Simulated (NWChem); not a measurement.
**Extrapolating the MP2 correlation energy of HAl**

```
Al
H 1 1.6842
```
Charge 0, spin multiplicity 1.

Program: NWChem. The geometry was optimised at PBE/def2-SVP, a minimum by its harmonic frequencies.

The correlated methods keep 5 core orbitals frozen. The structure started from a generated list of species.

Worked example. The MP2 correlation energy is -62.03 mHa in cc-pVTZ and -65.83 mHa in cc-pVQZ. The form E(X) = E∞ + A/X³ turns the pair into an estimate of the basis-set limit.

E∞ = (4³·(-65.83) − 3³·(-62.03))/(4³ − 3³) = -68.6 mHa. The larger basis holds 96 % of that, at about 3 times the processor time of the smaller one. This is a two-point estimate.
